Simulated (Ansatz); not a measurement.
The cluster Zr2S4⁻. Charge -1, multiplicity 2. Geometry PBE0-D4/def2-SVPD, basis def2-TZVPD, Ansatz.

Cartesian coordinates in Å:
```
Zr 0.514 -0.464 -1.373
Zr -0.783 0.023 1.323
S -1.660 0.523 3.339
S -1.179 1.224 -0.788
S 1.545 -0.623 0.856
S 1.563 -0.683 -3.357
```

```tsv
run	HOMO (eV)	LUMO (eV)
A	-1.50	-0.36
B	-1.25	-0.36
C	-2.65	0.87
D	-2.03	0.22
E	-1.08	-0.31
F	-4.15	1.97
```

In the def2 sets Zr takes a core potential; there is no spin–orbit coupling. LC-ωPBE has ω = 0.4 bohr⁻¹. No other spin state of charge -1 was run. Another isomer (doublet) lies 0.75 eV lower at PBE0-D4/def2-TZVPD; other spin states weren't run for this one.

HOMO and LUMO are taken over both spins.

The runs used BHLYP, BLYP, LC-ωPBE, PBE, PBE0, r2SCAN. Estimate which is which.

A r2SCAN (0 % exact exchange); B PBE (0 % exact exchange); C BHLYP (50 % exact exchange); D PBE0 (25 % exact exchange); E BLYP (0 % exact exchange); F LC-ωPBE (range-separated). Exact exchange lowers occupied and raises empty levels; among semilocal functionals meta-GGAs tend to open the gap a little, and such runs are hard to tell apart. The gap grows from 0.77 eV (BLYP) to 6.12 eV (LC-ωPBE).
